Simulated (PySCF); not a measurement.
Compound: C₅H₄F₄S.
Numbering: `[CH3:1][C@@H:2]([F:3])[C:4](=[C:5]=[S:6])[C:7]([F:8])([F:9])[F:10]` (hydrogens: H11, H12, H13 on C1; H14 on C2)

Cartesian coordinates in Å at the GFN2-xTB level; atoms count from 1:
```xyz
14
C5H4F4S angstrom
C     -1.4022   -0.5695    0.8990
C     -0.7195   -0.5887   -0.4612
F     -1.6426   -0.2988   -1.4368
C      0.4178    0.4208   -0.5392
C      0.3012    1.5831   -1.1309
S      0.1254    2.9258   -1.8704
C      1.6729    0.0514    0.1895
F      2.7398    0.7329   -0.2378
F      1.5857    0.2846    1.5164
F      1.9656   -1.2524    0.0706
H     -1.7716    0.4301    1.1156
H     -0.7029   -0.8700    1.6732
H     -2.2411   -1.2611    0.8884
H     -0.3293   -1.5884   -0.6986
```

Method used: TDDFT PBE0/def2-SVPD, vertical, gas phase, core orbitals frozen in the response in PySCF 2.14.0, density-fitted response routines.

Each state is given a Gaussian of 0.25 eV full width at half maximum, with ε(max) = 2.175×10⁸ f / Δν̃ (Δν̃ the width in cm⁻¹). The width is an assumption, not a result. The curve ends short of the highest state used, and states not computed would add to its high-energy end.

```
E (eV)  ε (L mol⁻¹ cm⁻¹)
  2.07                 0
  2.24                 0
  2.41                 3
  2.58                 1
  2.75                 0
  2.92                 0
  3.09                 0
  3.26                 0
  3.43                 0
  3.60                 0
  3.77                 0
  3.94                 0
  4.11                 0
  4.28                 0
  4.45                 0
  4.62                 0
  4.79                 0
  4.96                 6
  5.13               358
  5.30              1716
  5.46               723
  5.63                33
  5.80                 9
  5.97                15
```

Question: Locate the maxima and give the states behind the curve.

Answer: 233 nm (5.32 eV), ε about 1700, made up of S2 (100%) (ε in L mol⁻¹ cm⁻¹; maxima over ε = 5, shares over 10%). At its high-energy end, 5.97 eV, the curve is still rising (ε about 15, from S4). The states used: S1 2.45 eV (f 0.0000); S2 5.32 eV (f 0.016); S3 5.71 eV (f 0.0001); S4 6.32 eV (f 0.035); S5 6.48 eV (f 0.226); S6 6.57 eV (f 0.016).

Question: Does any computed singlet lie in the visible range?

Answer: S1 lies in the visible range (380 to 750 nm), at 506 nm, dark in the vertical dipole picture (f under 0.0005); light of that wavelength is green, and its complementary colour is purple; a Tamm–Dancoff triplet lies at 596 nm, without intensity as long as spin–orbit coupling is left out.

Question: What would ε be at 5.32 eV, the highest of these maxima, with half the width (0.125 eV)?

Answer: About 3490 L mol⁻¹ cm⁻¹ against 1740, a factor of about 2.00; a lone state at its own centre would give exactly 2.

Question: Coming from long wavelengths, where does ε first pass 100 L mol⁻¹ cm⁻¹?

Answer: At about 245 nm (5.07 eV), 2.62 eV above S1.

One conformer stands for the species.
